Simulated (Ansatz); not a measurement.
A single point on C$_{5}$H$_{8}$O$_{3}$Zr, SMILES `[OH][Zr]1234([OH])([OH])[C@H]5[C@@H]1[C@@H]2[C@@H]3[C@H]54`.

```yaml
crystal:
  periodic: [false, false, false]
  atoms:
    - {symbol: O, position_ang: [1.741806, 1.022289, -1.558970]}
    - {symbol: Zr, position_ang: [0.683833, -0.375840, -0.717291]}
    - {symbol: O, position_ang: [1.969704, -1.619314, 0.046370]}
    - {symbol: O, position_ang: [-0.161556, -1.336996, -2.179651]}
    - {symbol: C, position_ang: [-0.088990, 1.398178, 0.929670]}
    - {symbol: C, position_ang: [-1.139703, 1.233095, -0.000650]}
    - {symbol: C, position_ang: [-1.674545, -0.059578, 0.173671]}
    - {symbol: C, position_ang: [-0.946997, -0.699482, 1.197335]}
    - {symbol: C, position_ang: [0.030181, 0.206297, 1.668188]}
    - {symbol: H, position_ang: [1.969040, 1.942893, -1.645606]}
    - {symbol: H, position_ang: [2.312382, -2.085726, 0.802500]}
    - {symbol: H, position_ang: [-0.930683, -1.674879, -2.627408]}
    - {symbol: H, position_ang: [0.529638, 2.276567, 1.038540]}
    - {symbol: H, position_ang: [-1.467319, 1.964597, -0.725093]}
    - {symbol: H, position_ang: [-2.482248, -0.493495, -0.396247]}
    - {symbol: H, position_ang: [-1.100659, -1.708543, 1.551440]}
    - {symbol: H, position_ang: [0.756117, 0.009938, 2.443212]}
basis:
  gaussian: {orbitals: def2-TZVPP}
hamiltonian: {xc: pbe}
correlation: {method: rpa}
```

```sh
$ ansatz run in.yaml --threads 4 --pin off --events-out ev --progress --plain --max-ram 41984MiB --backend cuda --devices 0, --max-vram 37GiB
```

Shortened log:

```
Functional definition: PBE
2565 factors; integrals over basis functions are off by at most 8.3e-4 eV
mean field evaluation 1: about -12699.1017 eV, gradient 1.4e2 eV
mean field evaluation 2: about -12699.0809 eV, gradient 1.4e2 eV
mean field evaluation 4: about -12726.7424 eV, gradient 5.9e1 eV
mean field evaluation 8: about -12734.9219 eV, gradient 1.3e0 eV
mean field evaluation 16: about -12734.9240 eV, gradient 1.5e-3 eV
mean field -12734.92402528 eV, -467.9998258875 hartree, gradient 1.4e-6 eV, S^2 0.000000; 1 other end points of the search recorded, 0 dependent functions left out
8 core orbitals not correlated: weight in the atoms' cores, before any rotation towards them, 1.000 or more for the frozen orbitals, at most 0.000 for the correlated occupied ones
reference -12664.23139776 eV, -465.4019197433 hartree; 29, 29 occupied and 379, 379 virtual orbitals, 2565 factors
Total energy: -12743.31738603 eV, -468.3082762057 hartree
```

It took 7 s on 4 threads of an AMD EPYC 7R13 on a shared host and a share of an NVIDIA H100 80 GB, with 2.1 GiB of host memory at the peak.
